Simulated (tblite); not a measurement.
Record of a relaxation.

Compound: C₅H₇O₂ (doublet state).
Bonds: C1–C2, C2–C3 (double), C2–O4, O4–C5, C5–C6, C5–O7 (double). Hydrogens: H8, H9 on C1; H10, H11 on C3; H12, H13, H14 on C6.
Bond orders are those of one Lewis drawing.

Computed with GFN2-xTB (tblite), gas phase: L-BFGS steps from a force-field or distance-geometry start until the largest atomic force falls under 0.01 eV/Å. 12 of its 75 geometries are shown.

Step 0: E = -607.4024 eV, largest atomic force 2.187 eV/Å
```
atom  x, y, z in Å  |  force x, y, z in eV/Å
C1     -1.829   -0.399    1.325    0.805   0.207  -0.667
C2     -0.643   -0.679    0.583   -1.653   1.045   0.979
C3     -0.088   -1.913    0.588    0.417  -0.786  -0.127
O4     -0.095    0.467   -0.034    0.375  -1.145  -0.373
C5      0.740    0.396   -1.102    0.144  -1.095  -0.783
C6      1.197    1.786   -1.447    0.535   0.200  -0.170
O7      1.069   -0.591   -1.750   -0.795   1.361   1.486
H8     -2.218    0.620    1.356    0.192  -0.573  -0.039
H9     -2.354   -1.177    1.872    0.347   0.334  -0.289
H10    -0.569   -2.741    1.108    0.155   0.501  -0.228
H11     0.826   -2.134    0.066   -0.042   0.019  -0.010
H12     1.707    2.224   -0.581   -0.279  -0.003  -0.175
H13     0.342    2.400   -1.731    0.133  -0.039   0.142
H14     1.913    1.742   -2.280   -0.334  -0.026   0.253
```

Step 7: E = -607.5475 eV, largest atomic force 0.124 eV/Å
```
atom  x, y, z in Å  |  force x, y, z in eV/Å
C1     -1.808   -0.382    1.297   -0.073  -0.004   0.036
C2     -0.660   -0.675    0.593    0.008   0.053   0.018
C3     -0.081   -1.920    0.574   -0.018   0.079  -0.013
O4     -0.087    0.436   -0.029    0.055   0.111   0.011
C5      0.726    0.385   -1.095    0.042   0.047   0.014
C6      1.201    1.778   -1.441   -0.018   0.002   0.000
O7      1.032   -0.608   -1.695   -0.028  -0.021   0.009
H8     -2.212    0.611    1.340    0.055   0.013  -0.090
H9     -2.310   -1.154    1.845   -0.011  -0.039   0.029
H10    -0.565   -2.720    1.100    0.007  -0.049  -0.013
H11     0.831   -2.122    0.052    0.059  -0.031  -0.054
H12     1.684    2.235   -0.579   -0.012  -0.069  -0.002
H13     0.353    2.403   -1.713   -0.043  -0.050   0.012
H14     1.896    1.732   -2.276   -0.022  -0.045   0.044
```

Step 13: E = -607.5534 eV, largest atomic force 0.054 eV/Å
```
atom  x, y, z in Å  |  force x, y, z in eV/Å
C1     -1.810   -0.380    1.293    0.016   0.012   0.005
C2     -0.653   -0.664    0.600    0.018  -0.016   0.012
C3     -0.075   -1.909    0.567    0.023  -0.019   0.017
O4     -0.077    0.451   -0.011    0.014   0.003   0.020
C5      0.725    0.386   -1.085   -0.016   0.002   0.022
C6      1.196    1.774   -1.439    0.003  -0.015   0.009
O7      1.016   -0.614   -1.681   -0.005  -0.011  -0.030
H8     -2.203    0.618    1.312   -0.036  -0.007  -0.001
H9     -2.306   -1.154    1.846   -0.032   0.037   0.000
H10    -0.557   -2.716    1.085   -0.026  -0.029  -0.006
H11     0.833   -2.120    0.040    0.036   0.029  -0.028
H12     1.678    2.221   -0.574    0.008   0.012  -0.005
H13     0.341    2.390   -1.707    0.006  -0.009  -0.010
H14     1.891    1.719   -2.271   -0.010   0.012  -0.004
```

Step 20: E = -607.5557 eV, largest atomic force 0.054 eV/Å
```
atom  x, y, z in Å  |  force x, y, z in eV/Å
C1     -1.808   -0.377    1.296    0.011  -0.001  -0.024
C2     -0.644   -0.665    0.613   -0.004  -0.004  -0.003
C3     -0.064   -1.910    0.570   -0.013  -0.006   0.000
O4     -0.059    0.450    0.008    0.001  -0.008   0.038
C5      0.725    0.383   -1.078   -0.048  -0.006   0.024
C6      1.195    1.770   -1.436    0.005  -0.015  -0.004
O7      0.998   -0.616   -1.684    0.004   0.003  -0.032
H8     -2.211    0.618    1.294    0.011   0.005   0.001
H9     -2.320   -1.140    1.847    0.012  -0.002  -0.012
H10    -0.555   -2.726    1.065    0.020   0.000  -0.014
H11     0.843   -2.106    0.032   -0.019   0.003   0.044
H12     1.678    2.222   -0.575    0.002   0.018   0.003
H13     0.337    2.380   -1.707   -0.005   0.011   0.004
H14     1.885    1.715   -2.271    0.022   0.002  -0.024
```

Step 27: E = -607.5572 eV, largest atomic force 0.049 eV/Å
```
atom  x, y, z in Å  |  force x, y, z in eV/Å
C1     -1.811   -0.373    1.287    0.018  -0.013   0.002
C2     -0.640   -0.668    0.622    0.013   0.002  -0.005
C3     -0.063   -1.914    0.575    0.022   0.009   0.005
O4     -0.036    0.448    0.034    0.004  -0.016  -0.018
C5      0.719    0.385   -1.073    0.018  -0.017  -0.007
C6      1.195    1.768   -1.436   -0.003   0.024   0.007
O7      0.968   -0.609   -1.697   -0.039  -0.020   0.004
H8     -2.207    0.624    1.282    0.008  -0.010   0.007
H9     -2.326   -1.135    1.838   -0.025  -0.006  -0.011
H10    -0.552   -2.745    1.049   -0.009   0.046  -0.015
H11     0.855   -2.096    0.051    0.000  -0.015   0.024
H12     1.679    2.228   -0.580    0.017   0.003   0.029
H13     0.337    2.377   -1.707   -0.020   0.024  -0.020
H14     1.883    1.710   -2.273   -0.005  -0.011  -0.002
```

Step 34: E = -607.5610 eV, largest atomic force 0.066 eV/Å
```
atom  x, y, z in Å  |  force x, y, z in eV/Å
C1     -1.806   -0.377    1.262   -0.016   0.013   0.019
C2     -0.615   -0.671    0.639    0.021   0.004   0.040
C3     -0.040   -1.917    0.591    0.002  -0.008   0.007
O4      0.026    0.447    0.096    0.001   0.011  -0.020
C5      0.694    0.390   -1.066    0.032   0.029  -0.025
C6      1.190    1.767   -1.431    0.007   0.001  -0.030
O7      0.851   -0.596   -1.732   -0.031   0.016   0.018
H8     -2.179    0.629    1.262   -0.028   0.022   0.004
H9     -2.357   -1.131    1.787    0.001  -0.034  -0.025
H10    -0.568   -2.753    1.006   -0.001  -0.021   0.019
H11     0.911   -2.093    0.130    0.008   0.003  -0.016
H12     1.683    2.234   -0.581   -0.043  -0.043  -0.025
H13     0.337    2.380   -1.716    0.028  -0.003   0.029
H14     1.872    1.690   -2.273    0.019   0.012   0.006
```

Step 40: E = -607.5626 eV, largest atomic force 0.032 eV/Å
```
atom  x, y, z in Å  |  force x, y, z in eV/Å
C1     -1.803   -0.375    1.258    0.002  -0.003  -0.004
C2     -0.602   -0.668    0.651   -0.010   0.013  -0.027
C3     -0.032   -1.917    0.600   -0.003   0.018   0.010
O4      0.045    0.449    0.111    0.023   0.006   0.015
C5      0.685    0.393   -1.067   -0.026   0.006  -0.005
C6      1.191    1.765   -1.436   -0.008  -0.015   0.022
O7      0.806   -0.592   -1.741   -0.001  -0.007  -0.020
H8     -2.178    0.631    1.259   -0.010  -0.017   0.005
H9     -2.365   -1.139    1.759    0.007  -0.002  -0.007
H10    -0.571   -2.755    0.999    0.021   0.000   0.018
H11     0.926   -2.093    0.151   -0.018   0.012  -0.010
H12     1.677    2.225   -0.581    0.021  -0.008   0.001
H13     0.341    2.385   -1.715    0.020  -0.011  -0.021
H14     1.877    1.689   -2.275   -0.019   0.008   0.023
```

Step 47: E = -607.5640 eV, largest atomic force 0.049 eV/Å
```
atom  x, y, z in Å  |  force x, y, z in eV/Å
C1     -1.804   -0.375    1.249    0.019  -0.012   0.000
C2     -0.594   -0.662    0.659   -0.007  -0.002  -0.016
C3     -0.023   -1.910    0.610    0.003  -0.002   0.004
O4      0.071    0.450    0.129   -0.018   0.006   0.006
C5      0.671    0.395   -1.071   -0.047   0.008   0.007
C6      1.193    1.760   -1.434    0.017   0.001  -0.001
O7      0.747   -0.583   -1.760   -0.005  -0.012  -0.013
H8     -2.187    0.628    1.260    0.005  -0.026  -0.010
H9     -2.368   -1.153    1.727   -0.009   0.019   0.010
H10    -0.559   -2.750    1.008    0.014   0.000   0.006
H11     0.937   -2.083    0.163   -0.006   0.008  -0.001
H12     1.681    2.210   -0.575    0.014   0.028   0.022
H13     0.353    2.389   -1.722   -0.014   0.007   0.012
H14     1.880    1.683   -2.270    0.035  -0.024  -0.024
```

Step 54: E = -607.5656 eV, largest atomic force 0.042 eV/Å
```
atom  x, y, z in Å  |  force x, y, z in eV/Å
C1     -1.807   -0.384    1.247   -0.006   0.005  -0.003
C2     -0.595   -0.661    0.658   -0.013  -0.003   0.021
C3     -0.014   -1.904    0.617    0.011  -0.003  -0.006
O4      0.068    0.455    0.130   -0.027  -0.023   0.000
C5      0.653    0.402   -1.077   -0.017  -0.035   0.017
C6      1.204    1.758   -1.432   -0.009  -0.009   0.006
O7      0.697   -0.570   -1.780   -0.003   0.021   0.005
H8     -2.197    0.616    1.258   -0.002   0.010  -0.015
H9     -2.374   -1.163    1.716    0.016   0.003   0.013
H10    -0.535   -2.744    1.035    0.013   0.009  -0.020
H11     0.941   -2.072    0.157    0.009  -0.005   0.008
H12     1.690    2.205   -0.570    0.015  -0.008   0.012
H13     0.372    2.396   -1.722    0.010   0.030  -0.028
H14     1.896    1.666   -2.263    0.005   0.008  -0.009
```

Step 61: E = -607.5673 eV, largest atomic force 0.054 eV/Å
```
atom  x, y, z in Å  |  force x, y, z in eV/Å
C1     -1.813   -0.391    1.236   -0.001  -0.005   0.006
C2     -0.589   -0.664    0.670    0.003   0.002  -0.014
C3      0.009   -1.900    0.629   -0.006   0.010   0.003
O4      0.077    0.454    0.151   -0.009   0.031   0.010
C5      0.612    0.413   -1.078    0.054   0.004   0.004
C6      1.212    1.752   -1.427   -0.010   0.004  -0.007
O7      0.591   -0.544   -1.801   -0.009  -0.010  -0.033
H8     -2.205    0.609    1.227   -0.008  -0.024   0.004
H9     -2.384   -1.168    1.704    0.012   0.011   0.007
H10    -0.502   -2.752    1.033   -0.012  -0.006  -0.002
H11     0.971   -2.050    0.178    0.006   0.011   0.008
H12     1.704    2.187   -0.561   -0.021  -0.031  -0.017
H13     0.406    2.416   -1.736    0.009   0.012   0.007
H14     1.909    1.637   -2.252   -0.006  -0.009   0.024
```

Step 67: E = -607.5681 eV, largest atomic force 0.031 eV/Å
```
atom  x, y, z in Å  |  force x, y, z in eV/Å
C1     -1.816   -0.398    1.233   -0.012   0.005   0.008
C2     -0.590   -0.662    0.670    0.003   0.001   0.003
C3      0.018   -1.893    0.634    0.001   0.002  -0.001
O4      0.073    0.458    0.151    0.004   0.006  -0.012
C5      0.595    0.419   -1.085   -0.003   0.023  -0.020
C6      1.217    1.748   -1.427    0.012   0.008   0.006
O7      0.546   -0.529   -1.819   -0.007  -0.030  -0.005
H8     -2.219    0.597    1.220   -0.010   0.015   0.000
H9     -2.380   -1.176    1.707    0.006  -0.020   0.009
H10    -0.486   -2.748    1.041   -0.008  -0.004  -0.006
H11     0.982   -2.035    0.187    0.010   0.002   0.003
H12     1.708    2.166   -0.553    0.008   0.005   0.001
H13     0.431    2.433   -1.742    0.003  -0.021   0.004
H14     1.921    1.619   -2.243   -0.005   0.007   0.009
```

Step 74: E = -607.5685 eV, largest atomic force 0.008 eV/Å
```
atom  x, y, z in Å  |  force x, y, z in eV/Å
C1     -1.819   -0.399    1.238    0.002  -0.002  -0.002
C2     -0.596   -0.659    0.666   -0.002   0.000  -0.006
C3      0.016   -1.888    0.632    0.000   0.000  -0.002
O4      0.060    0.461    0.138    0.000  -0.002   0.003
C5      0.594    0.418   -1.092    0.002   0.002   0.008
C6      1.221    1.746   -1.426    0.001  -0.001  -0.002
O7      0.552   -0.532   -1.824   -0.002  -0.005   0.000
H8     -2.231    0.592    1.222   -0.001  -0.002   0.004
H9     -2.369   -1.181    1.724   -0.002   0.001   0.002
H10    -0.486   -2.744    1.041    0.002   0.003  -0.003
H11     0.981   -2.029    0.184   -0.002   0.005   0.002
H12     1.710    2.160   -0.549    0.001   0.000  -0.003
H13     0.437    2.432   -1.740   -0.004   0.003   0.000
H14     1.928    1.621   -2.241    0.005  -0.001  -0.002
```

**Question.** Summarise the path.

**Answer.** The energy falls by 0.1661 eV from step 0 to step 74; nine tenths of that is first reached at step 11. It falls at every step. The largest force goes from 2.187 to 0.008 eV/Å. Among the bonds C1–C2 changes most, from 1.427 to 1.375 Å; the atoms move by 0.192 Å rms after alignment.

**Question.** Follow the three bonds and two angles with the largest change from start to end.

**Answer.** 
| step | E above end (eV) | largest force (eV/Å) | C1–C2 (Å) | C5=O7 (Å) | C2=C3 (Å) | C3–C2–O4 (°) | C1–C2–C3 (°) |
| --- | --- | --- | --- | --- | --- | --- | --- |
| 0 | 0.1661 | 2.187 | 1.427 | 1.226 | 1.353 | 125.7 | 121.2 |
| 3 | 0.0386 | 0.296 | 1.386 | 1.202 | 1.371 | 122.4 | 122.8 |
| 6 | 0.0239 | 0.206 | 1.379 | 1.198 | 1.373 | 122.6 | 123.4 |
| 10 | 0.0173 | 0.115 | 1.379 | 1.200 | 1.375 | 122.9 | 123.3 |
| 13 | 0.0151 | 0.054 | 1.378 | 1.199 | 1.373 | 122.7 | 123.5 |
| 16 | 0.0140 | 0.066 | 1.378 | 1.200 | 1.373 | 122.6 | 123.9 |
| 19 | 0.0131 | 0.058 | 1.379 | 1.200 | 1.374 | 122.3 | 124.1 |
| 23 | 0.0122 | 0.037 | 1.378 | 1.200 | 1.373 | 121.9 | 124.4 |
| 26 | 0.0116 | 0.051 | 1.378 | 1.200 | 1.374 | 121.9 | 124.5 |
| 29 | 0.0105 | 0.060 | 1.378 | 1.200 | 1.374 | 121.8 | 124.7 |
| 32 | 0.0088 | 0.088 | 1.377 | 1.200 | 1.373 | 121.5 | 125.0 |
| 35 | 0.0071 | 0.041 | 1.377 | 1.200 | 1.373 | 121.3 | 124.9 |
| 39 | 0.0061 | 0.055 | 1.377 | 1.199 | 1.374 | 121.3 | 124.9 |
| 42 | 0.0054 | 0.039 | 1.376 | 1.200 | 1.373 | 121.1 | 124.9 |
| 45 | 0.0049 | 0.037 | 1.376 | 1.200 | 1.374 | 121.0 | 124.7 |
| 48 | 0.0042 | 0.053 | 1.377 | 1.199 | 1.373 | 120.6 | 124.8 |
| 51 | 0.0036 | 0.071 | 1.376 | 1.200 | 1.373 | 120.5 | 124.8 |
| 55 | 0.0026 | 0.057 | 1.376 | 1.200 | 1.373 | 120.6 | 124.7 |
| 58 | 0.0017 | 0.039 | 1.375 | 1.200 | 1.373 | 120.2 | 125.2 |
| 61 | 0.0012 | 0.054 | 1.375 | 1.200 | 1.373 | 120.0 | 125.4 |
| 64 | 0.0006 | 0.025 | 1.376 | 1.200 | 1.374 | 119.9 | 125.3 |
| 68 | 0.0003 | 0.032 | 1.375 | 1.200 | 1.373 | 119.8 | 125.3 |
| 71 | 0.0001 | 0.019 | 1.375 | 1.200 | 1.373 | 119.8 | 125.2 |
| 74 | 0.0000 | 0.008 | 1.375 | 1.200 | 1.373 | 119.9 | 125.1 |

What follows is the cost of the whole relaxation. The run took 0.38 s wall on Arm Neoverse V1, one thread, on a shared host.
